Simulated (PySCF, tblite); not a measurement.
Compound: C₅H₉PSi.
Geometry (GFN2-xTB, Å), atoms numbered from 1 in this order:
```xyz
16
C5H9PSi angstrom
C      3.378   -1.199   -0.264
C      2.880   -0.008    0.054
C      1.503    0.288    0.012
C      0.324    0.566   -0.007
Si    -1.492    0.902   -0.133
C     -2.324    0.474    1.523
P     -2.465   -0.335   -1.751
H      2.741   -2.010   -0.575
H      4.435   -1.399   -0.223
H      3.522    0.807    0.367
H     -1.677    2.317   -0.491
H     -3.397    0.633    1.465
H     -2.156   -0.564    1.797
H     -1.936    1.095    2.325
H     -1.838   -1.518   -1.405
H     -1.507   -0.042   -2.705
```

Level of theory: wB97X-D/def2-SVPD in PySCF (dipole) on a GFN2-xTB geometry, gas phase.

Masses are those of the commonest isotopes; rigid-rotor values at the optimised geometry. The values belong to one conformer with, in the numbering `[CH2:1]=[CH:2][C:3]#[C:4][Si@H:5]([CH3:6])[PH2:7]`, C4–Si5–P7–H 45° and -48°.

(1) What are A, B and C (GHz)?

(2) What kind of rotor is it?

(3) Is it planar, by Δ = Ic − Ia − Ib?

(4) Give the other two planar moments, Paa and Pbb, and the rms extents of the mass along the axes.

(5) Which types of transition are allowed, and where do some lines up to J = 5 fall?

Answers

(1) Ia = 180.86, Ib = 678.27, Ic = 792.15 u·Å²; 505379 MHz·u·Å²/I gives 2794, 745.1 and 638.0 MHz, that is A = 2.7944, B = 0.7451, C = 0.6380 GHz.

(2) A near-prolate asymmetric top: κ = (2 × 745.1 − 2794 − 638.0)/(2794 − 638.0) = -0.90.

(3) Not planar: Δ = Ic − Ia − Ib = -66.98 u·Å². For a rigid frame Δ = −2 Σ m c², so Σ m c² = 33.49 u·Å² lies off the ab plane: 12.50 from hydrogen and 20.99 from heavier atoms. The atom farthest from that plane is 1.82 Å away.

(4) Paa = Σ m a² = (Ib + Ic − Ia)/2 = 644.78 and Pbb = Σ m b² = (Ia + Ic − Ib)/2 = 147.37 u·Å². With the mass M = 128.02 u, the rms extents √(P/M) along a, b and c are 2.24, 1.07, 0.51 Å.

(5) The dipole components are |μa| = 1.46 D, |μb| = 0.37 D, |μc| = 0.52 D. The squared components, which scale the intensities, stand as 1.00 : 0.06 : 0.12 (a : b : c). Some lines, for components of 0.1 D or more:

```csv
type,branch,"J(Ka,Kc)",MHz,lower level (cm⁻¹)
a,Q,"3(1,2) ← 3(1,3)",643,0.336
b,R,"3(0,3) ← 2(1,2)",2187,0.203
c,Q,"5(2,4) ← 5(1,4)",5523,0.788
a,R,"5(2,4) ← 4(2,3)",6906,0.742
b,R,"2(2,1) ← 1(1,0)",9021,0.118
b,R,"3(2,2) ← 2(1,1)",10297,0.214
b,Q,"4(3,1) ← 4(2,2)",10467,0.744
b,Q,"3(3,1) ← 3(2,2)",10517,0.557
c,R,"4(2,3) ← 3(1,3)",12162,0.336
c,R,"5(2,3) ← 4(1,3)",12828,0.549
b,R,"5(2,3) ← 4(1,4)",13899,0.513
b,R,"3(3,1) ← 2(2,0)",14662,0.419
b,Q,"4(4,0) ← 4(3,1)",14712,1.093
b,R,"4(3,2) ← 3(2,1)",16037,0.558
c,R,"5(5,1) ← 4(4,1)",25842,1.584
```

Its lowest GFN2-xTB frequency is 11 cm⁻¹, too small to tell a flat minimum from a shallow saddle. Zero-point vibration and centrifugal distortion are left out. A rigid rotor knows nothing of internal rotation, which can split or shift real lines.

The run took 49 s on one thread of an Arm Neoverse V2 (shared host), and the process peaked at 0.93 GiB of memory. This is the wB97X-D/def2-SVPD job that gave the dipole, with the excitations it also computed.
